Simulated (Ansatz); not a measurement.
Cartesian coordinates in Å:
```
C -0.4456 0.4076 1.1174
Ga -0.0830 -0.7303 -0.4252
F -0.7956 -2.3438 -0.4297
Te 1.2551 -0.3514 -2.5152
H -1.5193 0.5955 1.1795
H 0.0830 1.3572 1.0428
H -0.1366 -0.1108 2.0269
H 1.6420 1.1760 -1.9966
```

Charge 0, multiplicity 1. Te takes the def2 core potential.

Problem. List the r2SCAN/def2-TZVPP orbital energies in eV (the Gaussian-basis code of Ansatz). (Best estimate.)

Solution. The calculation gave: Occupied: -10122.71, -1244.85, -1101.30, -1101.20, -1101.17, -664.75, -273.29, -168.95, -148.52, -118.11, -118.00, -117.85, -101.47, -101.23, -101.15, -41.96, -41.91, -41.77, -41.69, -41.68, -29.34, -21.10, -20.97, -20.92, -20.91, -20.75, -18.19, -16.54, -11.40, -10.65, -10.62, -9.58, -9.16, -9.03, -8.84, -7.16, -6.15. Lowest empty: -1.46, -1.40, -0.89, 0.79, 1.37, 2.91, 2.95, 3.03.
